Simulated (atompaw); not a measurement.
# Reading a pseudo-wave (N (Z = 7))

Columns: radius, all-electron u(r) and pseudo u(r) of the 2p shell (level -7.35 eV) of nitrogen in the configuration [He] 2s1.75 2p3.25; LDA (PW92), non-relativistic, PAW (atompaw) scheme, atompaw 4.2.0.5.

```json
{"r (bohr)": "0.085", "all-electron": "0.0555", "pseudo": "0.0067"}
{"r (bohr)": "0.169", "all-electron": "0.1685", "pseudo": "0.0262"}
{"r (bohr)": "0.254", "all-electron": "0.2966", "pseudo": "0.0581"}
{"r (bohr)": "0.338", "all-electron": "0.4160", "pseudo": "0.1003"}
{"r (bohr)": "0.423", "all-electron": "0.5205", "pseudo": "0.1517"}
{"r (bohr)": "0.508", "all-electron": "0.6056", "pseudo": "0.2099"}
{"r (bohr)": "0.592", "all-electron": "0.6709", "pseudo": "0.2714"}
{"r (bohr)": "0.677", "all-electron": "0.7192", "pseudo": "0.3351"}
{"r (bohr)": "0.762", "all-electron": "0.7518", "pseudo": "0.3979"}
{"r (bohr)": "0.846", "all-electron": "0.7709", "pseudo": "0.4565"}
{"r (bohr)": "0.931", "all-electron": "0.7792", "pseudo": "0.5103"}
{"r (bohr)": "1.015", "all-electron": "0.7786", "pseudo": "0.5563"}
{"r (bohr)": "1.100", "all-electron": "0.7708", "pseudo": "0.5944"}
{"r (bohr)": "1.185", "all-electron": "0.7574", "pseudo": "0.6231"}
{"r (bohr)": "1.269", "all-electron": "0.7400", "pseudo": "0.6419"}
{"r (bohr)": "1.354", "all-electron": "0.7193", "pseudo": "0.6515"}
{"r (bohr)": "1.438", "all-electron": "0.6966", "pseudo": "0.6524"}
{"r (bohr)": "1.523", "all-electron": "0.6720", "pseudo": "0.6455"}
{"r (bohr)": "1.608", "all-electron": "0.6464", "pseudo": "0.6321"}
{"r (bohr)": "1.692", "all-electron": "0.6206", "pseudo": "0.6138"}
{"r (bohr)": "1.777", "all-electron": "0.5943", "pseudo": "0.5918"}
{"r (bohr)": "1.862", "all-electron": "0.5680", "pseudo": "0.5674"}
{"r (bohr)": "1.946", "all-electron": "0.5424", "pseudo": "0.5424"}
{"r (bohr)": "2.031", "all-electron": "0.5169", "pseudo": "0.5170"}
{"r (bohr)": "2.115", "all-electron": "0.4924", "pseudo": "0.4924"}
{"r (bohr)": "2.200", "all-electron": "0.4682", "pseudo": "0.4682"}
```

**Question.** How many radial nodes do the two functions have?

**Answer.** The all-electron 2p function has n − l − 1 = 0; the pseudo-wave has 0.

**Question.** Is the pseudo-wave norm-conserving?

**Answer.** No, it belongs to a PAW set: the norm inside the radius is not constrained, and the difference is carried by the augmentation charge.
